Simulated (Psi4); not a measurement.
disilylmethane (CH₈Si₂), singlet, geometry from GFN2-xTB; B3LYP/STO-3G (Psi4 1.11).

Psi4 was given this input:
```
memory 2 GB

molecule mol {
0 1
Si    1.469501    0.675243   -0.004315
C     0.249959   -0.773362   -0.140745
Si   -1.582865   -0.324499    0.068147
H     2.839701    0.182994   -0.185178
H     1.181014    1.668952   -1.040543
H     1.358676    1.297376    1.316715
H     0.513805   -1.524899    0.604684
H     0.384534   -1.254531   -1.110514
H    -1.982528    0.632796   -0.965442
H    -1.804865    0.261220    1.391816
H    -2.402995   -1.534148   -0.060719
}

set {
  basis sto-3g
  reference rks
}

energy('b3lyp')
print_variables()
```

What the program printed (banner, timings and long lists left out):

```
   => Loading Basis Set <=

    Name: STO-3G
    Role: ORBITAL
    Keyword: BASIS

         ---------------------------------------------------------
                                   SCF
               by Justin Turney, Rob Parrish, Andy Simmonett
                          and Daniel G. A. Smith
                              RKS Reference
         ---------------------------------------------------------

  ==> Geometry <==

    Molecular point group: c1
    Full point group: C1

    Geometry (in Angstrom), charge = 0, multiplicity = 1:

       Center              X                  Y                   Z               Mass
    ------------   -----------------  -----------------  -----------------  -----------------
         SI           1.470606587567     0.671822155270    -0.004937461712    27.976926534650
         C            0.251064587567    -0.776782844730    -0.141367461712    12.000000000000
         SI          -1.581759412433    -0.327919844730     0.067524538288    27.976926534650
         H            2.840806587567     0.179573155270    -0.185800461712     1.007825032230
         H            1.182119587567     1.665531155270    -1.041165461712     1.007825032230
         H            1.359781587567     1.293955155270     1.316092538288     1.007825032230
         H            0.514910587567    -1.528319844730     0.604061538288     1.007825032230
         H            0.385639587567    -1.257951844730    -1.111136461712     1.007825032230
         H           -1.981422412433     0.629375155270    -0.966064461712     1.007825032230
         H           -1.803759412433     0.257799155270     1.391193538288     1.007825032230
         H           -2.401889412433    -1.537568844730    -0.061341461712     1.007825032230

  Running in c1 symmetry.

  Rotational constants: A =      0.62054  B =      0.09460  C =      0.08837 [cm^-1]
  Rotational constants: A =  18603.18597  B =   2836.00099  C =   2649.15498 [MHz]
  Nuclear repulsion =  150.449941274593812

  Charge       = 0
  Multiplicity = 1
  Electrons    = 42
  Nalpha       = 21
  Nbeta        = 21

  ==> Algorithm <==

  SCF Algorithm Type is DF.
  DIIS enabled.
  MOM disabled.
  Fractional occupation disabled.
  Guess Type is SAD.
  Energy threshold   = 1.00e-06
  Density threshold  = 1.00e-06
  Integral threshold = 1.00e-12

  ==> Primary Basis <==

  Basis Set: STO-3G
    Blend: STO-3G
    Number of shells: 21
    Number of basis functions: 31
    Number of Cartesian functions: 31
    Spherical Harmonics?: true
    Max angular momentum: 1

  ==> DFT Potential <==

   => LibXC <=

    Version 7.1.2
    S. Lehtola, C. Steigemann, M. J. T. Oliveira, and M. A. L. Marques,  SoftwareX 7, 1–5 (2018) (10.1016/j.softx.2017.11.002)

   => Composite Functional: B3LYP <=

    B3LYP Hyb-GGA Exchange-Correlation Functional

    P. J. Stephens, F. J. Devlin, C. F. Chabalowski, and M. J. Frisch,  J. Phys. Chem. 98, 11623 (1994) (10.1021/j100096a001)

    Deriv               =              1
    GGA                 =           TRUE
    Meta                =          FALSE

    Exchange Hybrid     =           TRUE
    MP2 Hybrid          =          FALSE

   => Exchange Functionals <=

    0.0800   Slater exchange
    0.7200         Becke 88

   => Exact (HF) Exchange <=

    0.2000               HF

   => Correlation Functionals <=

    0.1900   Vosko, Wilk & Nusair (VWN5_RPA)
    0.8100   Lee, Yang & Parr

   => LibXC Density Thresholds  <==

    XC_HYB_GGA_XC_B3LYP:  1.00E-15

   => Molecular Quadrature <=

    Radial Scheme          =       TREUTLER
    Pruning Scheme         =           NONE
    Nuclear Scheme         =       TREUTLER

    Blocking Scheme        =         OCTREE
    BS radius alpha        =              1
    Pruning alpha          =              1
    Radial Points          =             75
    Spherical Points       =            302
    Total Points           =         234239
    Total Blocks           =           1781
    Max Points             =            256
    Max Functions          =             30
    Weights Tolerance      =       1.00E-15

   => Loading Basis Set <=

    Name: (STO-3G AUX)
    Role: JKFIT
    Keyword: DF_BASIS_SCF

  ==> Integral Setup <==

  SCF_SUBTYPE=INCORE selected. In-core MEM_DF algorithm will be used.
  Using in-core AOs.

  ==> MemDFJK: Density-Fitted J/K Matrices <==

    J tasked:                   Yes
    K tasked:                   Yes
    wK tasked:                   No
    Algorithm:                 Core
    Schwarz Cutoff:           1E-12
    Mask sparsity (%):       5.6191
    Fitting Condition:        1E-10

   => Auxiliary Basis Set <=

  Basis Set: (STO-3G AUX)
    Blend: DEF2-UNIVERSAL-JKFIT
    Number of shells: 149
    Number of basis functions: 475
    Number of Cartesian functions: 559
    Spherical Harmonics?: true
    Max angular momentum: 4

  Minimum eigenvalue in the overlap matrix is 2.4441467523E-01.
  Reciprocal condition number of the overlap matrix is 1.0697817538E-01.
    Using symmetric orthogonalization.

  ==> Pre-Iterations <==

  SCF Guess: Superposition of Atomic Densities via on-the-fly atomic UHF (no occupation information).

   -------------------------
    Irrep   Nso     Nmo
   -------------------------
     A         31      31
   -------------------------
    Total      31      31
   -------------------------

  ==> Iterations <==

                           Total Energy        Delta E     RMS |[F,P]|

   @DF-RKS iter SAD:  -612.46633772773305   -6.12466e+02   0.00000e+00
   @DF-RKS iter   1:  -614.70827569168500   -2.24194e+00   7.46777e-03 ADIIS/DIIS
   @DF-RKS iter   2:  -614.72813534540273   -1.98597e-02   5.28478e-03 ADIIS/DIIS
   @DF-RKS iter   3:  -614.74735431600948   -1.92190e-02   8.46384e-04 ADIIS/DIIS
   @DF-RKS iter   4:  -614.74778961325467   -4.35297e-04   7.36901e-05 DIIS
   @DF-RKS iter   5:  -614.74779323031214   -3.61706e-06   3.55477e-06 DIIS
   @DF-RKS iter   6:  -614.74779324219821   -1.18861e-08   7.62735e-07 DIIS
  Energy and wave function converged.

  ==> Post-Iterations <==

   Electrons on quadrature grid:
      Ntotal   =   42.0000350547 ; deviation = 3.505e-05

    Orbital Energies [Eh]
    ---------------------

    Doubly Occupied:

       1A    -65.362713     2A    -65.362693     3A     -9.936067
       4A     -5.085858     5A     -5.085391     6A     -3.386887
       7A     -3.386162     8A     -3.386011     9A     -3.385934
      10A     -3.385871    11A     -3.385243    12A     -0.646631
      13A     -0.489410    14A     -0.469956    15A     -0.370265
      16A     -0.318642    17A     -0.291974    18A     -0.288025
      19A     -0.279693    20A     -0.259034    21A     -0.236965

    Virtual:

      22A      0.278743    23A      0.320064    24A      0.331986
      25A      0.339255    26A      0.343856    27A      0.347209
      28A      0.357403    29A      0.400179    30A      0.497810
      31A      0.508870

    Final Occupation by Irrep:
              A
    DOCC [    21 ]
    NA   [    21 ]
    NB   [    21 ]

  @DF-RKS Final Energy:  -614.74779324219821

   => Energetics <=

    Nuclear Repulsion Energy =            150.4499412745938116
    One-Electron Energy =               -1151.8413423484485065
    Two-Electron Energy =                 427.2459291730223754
    DFT Exchange-Correlation Energy =     -40.6023213413657800
    Empirical Dispersion Energy =           0.0000000000000000
    VV10 Nonlocal Energy =                  0.0000000000000000
    Total Energy =                       -614.7477932421979858

Computation Completed

Properties will be evaluated at   0.000000,   0.000000,   0.000000 [a0]

Properties computed using the SCF density matrix

 Multipole Moments:

 ------------------------------------------------------------------------------------
     Multipole            Electronic (a.u.)      Nuclear  (a.u.)        Total (a.u.)
 ------------------------------------------------------------------------------------

 L = 1.  Multiply by 2.5417464519 to convert [e a0] to [Debye]
 Dipole X            :         -0.0629458            0.0877488            0.0248030
 Dipole Y            :          0.1947604           -0.2714997           -0.0767393
 Dipole Z            :          0.0354439           -0.0494095           -0.0139656
 Magnitude           :                                                    0.0818483

 ------------------------------------------------------------------------------------

  Variable Map:
  ----------------------------------------------------------------------------
  "CURRENT ENERGY"              =>    -614.747793242198
  "CURRENT REFERENCE ENERGY"    =>    -614.747793242198
  "DD SOLVATION ENERGY"         =>       0.000000000000
  "DFT FUNCTIONAL TOTAL ENERGY" =>    -614.747793242198
  "DFT TOTAL ENERGY"            =>    -614.747793242198
  "DFT VV10 ENERGY"             =>       0.000000000000
  "DFT XC ENERGY"               =>     -40.602321341366
  "GRID ELECTRONS ALPHA"        =>      21.000017527328
  "GRID ELECTRONS BETA"         =>      21.000017527328
  "GRID ELECTRONS TOTAL"        =>      42.000035054655
  "NUCLEAR REPULSION ENERGY"    =>     150.449941274594
  "ONE-ELECTRON ENERGY"         =>   -1151.841342348449
  "PCM POLARIZATION ENERGY"     =>       0.000000000000
  "PE ENERGY"                   =>       0.000000000000
  "SCF ITERATION ENERGY"        =>    -614.747793242198
  "SCF ITERATIONS"              =>       6.000000000000
  "SCF TOTAL ENERGY"            =>    -614.747793242198
  "TWO-ELECTRON ENERGY"         =>     427.245929173022
  "XC GRID RADIAL POINTS"       =>      75.000000000000
  "XC GRID SPHERICAL POINTS"    =>     302.000000000000
  "XC GRID TOTAL POINTS"        =>  234239.000000000000

  Array Variable Map:
  ----------------------------------------------------------------------------
  "CURRENT DIPOLE"              =>       0.024803000536 ... -0.013965579780 1 by 3
  "SCF DIPOLE"                  =>       0.024803000536 ... -0.013965579780 1 by 3
  "SCF TOTAL ENERGIES"          =>    -612.466337727733 ... -614.747793242198 1 by 7
```
